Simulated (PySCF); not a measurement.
## Excitation energy of P⁺ by level of theory

P⁺ [Ne] 3s2 3p2 (3P) → P⁺ [Ne] 3s1 3p2 3d1 (high-spin determinant), as a difference of total energies. Calculation: PySCF 2.14, in dyall-av3z (19s12p3d2f, 84 functions); scalar relativity by spin-free X2C-1e. Correlated levels: valence: [Ne] frozen; virtual orbitals above 40 to 60 times the deepest correlated orbital energy dropped. The calculations carry no spin-orbit coupling.

```csv
method,excitation energy (eV)
UHF,16.572
MP2 (valence),17.660
SCS-MP2 (valence),18.179
CCSD (valence),17.480
CCSD(T) (valence),17.386
```

Q: How much does correlation contribute at CCSD(T) (valence)?

A: 17.386 − (16.572) = 0.814 eV, measured against UHF.

A first-order spin-orbit estimate (lowest level to lowest level, LS coupling) adds 0.008 eV.

The promoted electron is Rydberg-like, and one or two diffuse shells describe it only roughly, which tends to raise the upper state.

The coupled-cluster amplitudes are large for the upper state (T1 above 0.03 or a double amplitude above 0.15), so a single reference is strained.

The determinant of the upper state mixes LS terms, which raises its energy above the lowest term, most at the Hartree-Fock and MP2 levels.
